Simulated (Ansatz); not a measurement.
Cost and result for the atomization energy of H$_{4}$OSiTe, SMILES `O[SiH2][TeH]` (7 atoms, 6 bonds).

Total charge 0; spin multiplicity 1. Correlated methods include outer-core shells of Te, which these sets cover unevenly. Te: def2 effective core potential. Geometry: relaxed with PBE0-D4/def2-TZVP. It is one conformer, not always the lowest. Program: Ansatz. All runs use 2 threads of an Arm Neoverse V1 on a shared host. Times are those of one run each, without the atoms' runs, and a repeat can differ threefold. Electronic energies, without spin–orbit coupling; frozen cores. CCSD(T)/CBS adds CCSD(T) − MP2 in def2-TZVPP to the MP2 limit, and its time is that of the two runs behind it. T1 = 0.011. With those shells the extrapolation isn't a true limit. B3LYP takes the VWN-RPA correlation (the form of Gaussian; ORCA's B3LYP/G). HSE06 is the plane-wave form, built on full-range PBE exchange.

CCSD(T)/CBS is a level of theory with its own doubt, some kJ/mol a heavy atom from the limit and from the frozen cores, so smaller differences don't rank the functionals.

```csv
level,functions,wall time
LDA (SPW92)/def2-TZVPP,179,1.2 s
PBE0-D4/def2-TZVPP,179,2.8 s
CCSD(T)/def2-SVP,78,3 s
HSE06-D4/def2-TZVPP,179,3.1 s
BHLYP-D4/def2-TZVPP,179,3.8 s
B3LYP-D4/def2-TZVPP (with forces),179,4.2 s
r2SCAN-D4/def2-TZVPP (with forces),179,5.5 s
r2SCANh-D4/def2-TZVPP,179,5.5 s
PBE-QIDH/def2-TZVPP,179,6 s
ωB97M-V/def2-TZVPP (with forces),179,12 s
MP2/def2-QZVPP,329,15 s
CCSD(T)/def2-TZVPP,179,73 s
CCSD(T)/CBS(def2),–,88 s
```

Task: What atomization energy does each give, and how far from CCSD(T)/CBS? (Estimate.)

Result: Ansatz gave: 
```json
{"level": "LDA (SPW92)/def2-TZVPP", "atomization (kcal/mol)": "577.4", "difference from CCSD(T)/CBS": "64.9", "per bond": "10.8"}
{"level": "PBE0-D4/def2-TZVPP", "atomization (kcal/mol)": "498.9", "difference from CCSD(T)/CBS": "-13.6", "per bond": "-2.3"}
{"level": "CCSD(T)/def2-SVP", "atomization (kcal/mol)": "460.2", "difference from CCSD(T)/CBS": "-52.3", "per bond": "-8.7"}
{"level": "HSE06-D4/def2-TZVPP", "atomization (kcal/mol)": "499.1", "difference from CCSD(T)/CBS": "-13.4", "per bond": "-2.2"}
{"level": "BHLYP-D4/def2-TZVPP", "atomization (kcal/mol)": "490.6", "difference from CCSD(T)/CBS": "-21.9", "per bond": "-3.6"}
{"level": "B3LYP-D4/def2-TZVPP (with forces)", "atomization (kcal/mol)": "504.5", "difference from CCSD(T)/CBS": "-8.0", "per bond": "-1.3"}
{"level": "r2SCAN-D4/def2-TZVPP (with forces)", "atomization (kcal/mol)": "505.5", "difference from CCSD(T)/CBS": "-7.0", "per bond": "-1.2"}
{"level": "r2SCANh-D4/def2-TZVPP", "atomization (kcal/mol)": "501.9", "difference from CCSD(T)/CBS": "-10.6", "per bond": "-1.8"}
{"level": "PBE-QIDH/def2-TZVPP", "atomization (kcal/mol)": "497.3", "difference from CCSD(T)/CBS": "-15.2", "per bond": "-2.5"}
{"level": "ωB97M-V/def2-TZVPP (with forces)", "atomization (kcal/mol)": "505.0", "difference from CCSD(T)/CBS": "-7.5", "per bond": "-1.2"}
{"level": "MP2/def2-QZVPP", "atomization (kcal/mol)": "509.3", "difference from CCSD(T)/CBS": "-3.2", "per bond": "-0.5"}
{"level": "CCSD(T)/def2-TZVPP", "atomization (kcal/mol)": "493.4", "difference from CCSD(T)/CBS": "-19.1", "per bond": "-3.2"}
{"level": "CCSD(T)/CBS(def2)", "atomization (kcal/mol)": "512.5", "difference from CCSD(T)/CBS": "0.0", "per bond": "0.0"}
```

Leaving LDA and LC-ωPBE aside and taking each functional with its dispersion term where it has one, the values, not all of them listed here, spread over 18.4 kcal/mol, from BHLYP-D4 to ωB97X-V. LDA lies +73.4 kcal/mol from PBE without D4, its usual overbinding. From BLYP to BHLYP (50 % exact exchange), in def2-TZVPP and without D4, the atomization energy moves by −10.4 kcal/mol: exact exchange takes away binding that semilocal exchange gives to molecules. In def2-TZVPP, CCSD(T) changes the Hartree–Fock value by +137.9 kcal/mol (the triples alone add +7.8 kcal/mol) and MP2 by +142.5 kcal/mol; breaking electron pairs costs correlation energy, which Hartree–Fock lacks.

Spin–orbit coupling would lower the free Te atoms strongly, and the atomization energy with them, by more than many differences here.
